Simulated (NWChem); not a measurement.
All runs are NWChem calculations. System: H$_{3}$O$_{4}$Si, charge 0, spin multiplicity 2, displaced from the optimised geometry. The structure started from a generated list of species. Its SCF solution wasn't tested for a lower state. Level: UBLYP/def2-SVP.

NWChem printed:

```
             Northwest Computational Chemistry Package (NWChem) 7.3.0
             --------------------------------------------------------

                                NWChem Input Module
                                -------------------

 Scaling coordinates for geometry "geometry" by  1.889725989
 (inverse scale =  0.529177249)

                             Geometry "geometry" -> ""
                             -------------------------

 Output coordinates in angstroms (scale by  1.889725989 to convert to a.u.)

  No.       Tag          Charge          X              Y              Z
 ---- ---------------- ---------- -------------- -------------- --------------
    1 O                    8.0000    -1.21616400     0.85999100     0.87915800
    2 Si                  14.0000    -0.02737100     0.01468100    -0.00808700
    3 O                    8.0000    -0.79587300    -1.13965900    -0.95096500
    4 O                    8.0000     0.91206600     0.93356100    -1.05196700
    5 O                    8.0000     0.96027300    -0.58922000     1.21950200
    6 H                    1.0000    -0.47636100    -1.22352700    -1.87825800
    7 H                    1.0000     1.44517400     1.66566600    -0.66836900
    8 H                    1.0000     0.53196700    -1.16505300     1.89403300

 Effective nuclear repulsion energy (a.u.)     249.2331357530

            Nuclear Dipole moment (a.u.)
            ----------------------------
        X                 Y               Z
 ---------------- ---------------- ----------------
     0.0000037795     0.0000075589     0.0000226767


 Summary of "ao basis" -> "" (spherical)
 ------------------------------------------------------------------------------
       Tag                 Description            Shells   Functions and Types
 ---------------- ------------------------------  ------  ---------------------
 *                          def2-svp                  on all atoms

                                 NWChem DFT Module
                                 -----------------

 Summary of "ao basis" -> "ao basis" (spherical)
 ------------------------------------------------------------------------------
       Tag                 Description            Shells   Functions and Types
 ---------------- ------------------------------  ------  ---------------------
 O                          def2-svp                 6       14   3s2p1d
 Si                         def2-svp                 8       18   4s3p1d
[...]
     1   0 1 0     -0.284662     -0.727952      0.443283      0.000008
     1   0 0 1     -0.153258     -0.859534      0.706253      0.000023

     2   2 0 0    -28.071293    -76.754014    -71.092860    119.775581
     2   1 1 0      2.035864     -3.574691     -7.027262     12.637817
     2   1 0 1      0.986291      1.423033     -0.913085      0.476344
     2   0 2 0    -23.411713    -69.793969    -66.780542    113.162798
     2   0 1 1     -1.183282     -1.781452      0.276001      0.322169
     2   0 0 2    -22.351496    -87.557923    -83.819194    149.025621

            General Information
            -------------------
          SCF calculation type: DFT
          Wavefunction type:  spin polarized.
          No. of atoms     :     8
          No. of electrons :    49
           Alpha electrons :    25
            Beta electrons :    24
          Charge           :     0
          Spin multiplicity:     2
          Use of symmetry is: off; symmetry adaption is: off
          Maximum number of iterations: 100
          AO basis - number of functions:    89
                     number of shells:    41
          Convergence on energy requested:  1.00D-06
          Convergence on density requested:  1.00D-05
          Convergence on gradient requested:  5.00D-04

              XC Information
              --------------
                    Becke 1988 Exchange Functional  1.000
              Lee-Yang-Parr Correlation Functional  1.000

             Grid Information
             ----------------
          Grid used for XC integration:  coarse
          Radial quadrature: Mura-Knowles
          Angular quadrature: Lebedev.
          Tag              B.-S. Rad. Rad. Pts. Rad. Cut. Ang. Pts.
          ---              ---------- --------- --------- ---------
          O                   0.60       35          10.0       302
          Si                  1.10       70           8.0       302
          H                   0.35       35          10.0       302
          Grid pruning is: on
          Number of quadrature shells:   315
          Spatial weights used:  Erf1

          Convergence Information
          -----------------------
          Convergence aids based upon iterative change in
          total energy or number of iterations.
          Levelshifting, if invoked, occurs when the
          HOMO/LUMO gap drops below (HL_TOL):  1.00D-02
          DIIS, if invoked, will attempt to extrapolate
          using up to (NFOCK): 10 stored Fock matrices.

                    Damping( 0%)  Levelshifting(0.5)       DIIS
                  --------------- ------------------- ---------------
          dE  on:    start            ASAP                start
          dE off:    2 iters        100 iters           100 iters

      Screening Tolerance Information
      -------------------------------
          Density screening/tol_rho:  1.00D-10
          AO Gaussian exp screening on grid/accAOfunc:  14
          CD Gaussian exp screening on grid/accCDfunc:  20
          XC Gaussian exp screening on grid/accXCfunc:  20
          Schwarz screening/accCoul:  1.00D-08

                            NWChem DFT Gradient Module
                            --------------------------

  charge          =   0.00
  wavefunction    = open shell

                         DFT ENERGY GRADIENTS

    atom               coordinates                        gradient
                 x          y          z           x          y          z
   1 O      -2.298217   1.625147   1.661368   -0.013752   0.010375   0.009021
   2 Si     -0.051724   0.027743  -0.015282    0.010484  -0.010564  -0.004035
   3 O      -1.503982  -2.153643  -1.797063   -0.006432  -0.003360   0.002394
   4 O       1.723555   1.764174  -1.987929   -0.000562   0.001105  -0.006755
   5 O       1.814653  -1.113464   2.304525    0.004799   0.002297  -0.000709
   6 H      -0.900192  -2.312131  -3.549393    0.001597  -0.002022  -0.008057
   7 H       2.730983   3.147652  -1.263034    0.005730   0.006984   0.001626
   8 H       1.005272  -2.201631   3.579203   -0.001864  -0.004816   0.006515

                 ----------------------------------------
                 |  Time  |  1-e(secs)   |  2-e(secs)   |
                 ----------------------------------------
                 |  CPU   |       0.01   |       2.06   |
                 ----------------------------------------
                 |  WALL  |       0.01   |       2.06   |
                 ----------------------------------------

 Task  times  cpu:       10.9s     wall:       10.9s

 Total times  cpu:       10.9s     wall:       10.9s
```

Write an NWChem input that would produce this output.

One answer among several that fit: 
```
start mol
memory heap 200 mb stack 900 mb global 1100 mb
geometry units angstroms nocenter noautoz noautosym
  O     -1.216164     0.859991     0.879158
  Si    -0.027371     0.014681    -0.008087
  O     -0.795873    -1.139659    -0.950965
  O      0.912066     0.933561    -1.051967
  O      0.960273    -0.589220     1.219502
  H     -0.476361    -1.223527    -1.878258
  H      1.445174     1.665666    -0.668369
  H      0.531967    -1.165053     1.894033
end
basis spherical
  * library def2-svp
end
dft
  xc becke88 lyp
  odft
  mult 2
  semidirect memsize 60000000 filesize 0
  iterations 100
  grid coarse
end
task dft gradient
```
